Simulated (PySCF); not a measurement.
# Er⁶¹⁺: ionisation energy

Er⁶¹⁺ [He] 2s2 2p3 (4S) → Er⁶²⁺ [He] 2s2 2p2 (3P), as a difference of total energies. Computed with PySCF 2.14 in an even-tempered Gaussian basis (19 s from 39 bohr⁻², ratio 2.2; 13 p from 51 bohr⁻², ratio 2.2; 5 d from 190 bohr⁻², ratio 2.4; 5 f from 280 bohr⁻², ratio 2.4; 4 g from 430 bohr⁻², ratio 2.4), with scalar relativity by spin-free X2C-1e. Correlated levels: nothing frozen; virtual orbitals above 40 to 60 times the deepest correlated orbital energy dropped. The calculations carry no spin-orbit coupling.

| method | ionisation energy (eV) |
| --- | --- |
| UHF | 14219.3 |
| LDA | 14211.4 |
| PBE | 14213.6 |
| PBE0 | 14215.3 |
| r2SCAN | 14219.8 |
| r2SCANh | 14219.9 |
| BLYP | 14215.0 |
| MP2 (all electrons) | 14219.4 |
| SCS-MP2 (all electrons) | 14218.9 |

Spin-orbit coupling is strong in these open shells (close to jj coupling). The scalar numbers leave it out and a first-order estimate fails, so it can dominate the gap to the real levels.

For this ion Breit and QED terms and the two-electron picture change, all absent here, outweigh the differences among the correlated methods.

For comparison: 13855 ± 12 eV (theoretical estimate listed by NIST; NIST Atomic Spectra Database, ionization energies).
